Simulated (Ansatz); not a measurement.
A nudged elastic band was laid between two geometries of a periodic cell of 13 atoms, Be12Al (surface Be(0001), adsorbate Al).

Level of theory: Ansatz, DFT PBEsol, scalar-relativistic, plane waves, PAW. Settings: cutoff 420 eV, k mesh 4x4x1, gaussian smearing 0.05 eV, no spin polarisation.

```
movable images  : 5
climbing image  : yes
spring          : 5.0 eV/Å²
optimiser       : quadratic models (default)
start path      : straight line
force threshold : 0.05 eV/Å
iteration limit : 24
end points      : relaxed
atoms held      : 1 to 4
```

Image 0:

```xyz
13
Lattice="4.5800 0.0000 0.0000 2.2900 3.9664 0.0000 0.0000 0.0000 14.5884" Properties=species:S:1:pos:R:3
Be 0.000 0.000 1.000
Be 2.290 0.000 1.000
Be 1.145 1.983 1.000
Be 3.435 1.983 1.000
Be 0.002 1.322 2.776
Be 2.289 1.317 2.778
Be 1.139 3.308 2.779
Be 3.438 3.308 2.776
Be -0.002 0.012 4.539
Be 2.287 0.000 4.665
Be 1.136 1.979 4.548
Be 3.446 1.976 4.534
Al 2.334 2.649 6.667
```

Image 6:

Only the atoms that move by more than 0.05 Å are listed.
```
Be9 -0.003 0.000 4.665
Be10 2.288 0.012 4.539
Al13 4.624 2.649 6.667
```

(1) What changes between the two ends?

(2) Give the energies along the band, and the barrier.

(3) What is the geometry of the highest image?

Results:

(1) The atom that moves furthest is Al13, by 2.29 Å.

(2) The forces met the threshold. The highest image is number 3 of 0 to 6, 0.023 eV above the ends, which have the same energy within 2 meV. The order of the stationary point at the top wasn't checked. Limits of this set-up: coarse k mesh, thin slab, slab without dipole correction.

```csv
image,path coordinate (Å),energy (eV)
0,0.00,0.000
1,0.38,0.007
2,0.76,0.018
3,1.15,0.023
4,1.54,0.017
5,1.93,0.005
6,2.32,0.000
```

(3) 
```xyz
13
Lattice="4.5800 0.0000 0.0000 2.2900 3.9664 0.0000 0.0000 0.0000 14.5884" Properties=species:S:1:pos:R:3
Be 0.000 0.000 1.000
Be 2.290 0.000 1.000
Be 1.145 1.983 1.000
Be 3.435 1.983 1.000
Be 0.021 1.317 2.775
Be 2.269 1.317 2.775
Be 1.146 3.305 2.805
Be 3.435 3.315 2.760
Be 0.000 0.001 4.605
Be 2.290 0.001 4.601
Be 1.145 1.990 4.634
Be 3.434 1.967 4.459
Al 3.463 2.686 6.710
```

Run time: 2.2 min on 1 CPU thread of a shared host.
